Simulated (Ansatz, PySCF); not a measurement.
Constitutional and geometric isomers with formula H7NSi2. Isolated molecules, 0 K electronic values unless said otherwise. One relaxed conformer stands for each flexible species; it need not be the lowest. Strings in code marks are SMILES.

Quantity: electronic energy of isomers of H7NSi2 relative to `[SiH3]N[SiH3]`, in kcal/mol.

Level 1: frozen-core CCSD(T) with HF/cc-pVQZ and the correlation energy extrapolated as X^-3 from cc-pVTZ and cc-pVQZ // PBE0-D3(BJ)/def2-TZVP (Ansatz, a program for electronic structure)
Level 2: PBE-D3(BJ)/def2-TZVP // PBE0-D3(BJ)/def2-TZVP (PySCF)
Level 3: PBE/6-31G* // PBE0-D3(BJ)/def2-TZVP (PySCF)
Level 4: HF/3-21G // PBE0-D3(BJ)/def2-TZVP (PySCF)

```csv
species,level 1,level 2,level 3,level 4
`N[SiH2][SiH3]`,13.9,9.08,7.86,19.3
```
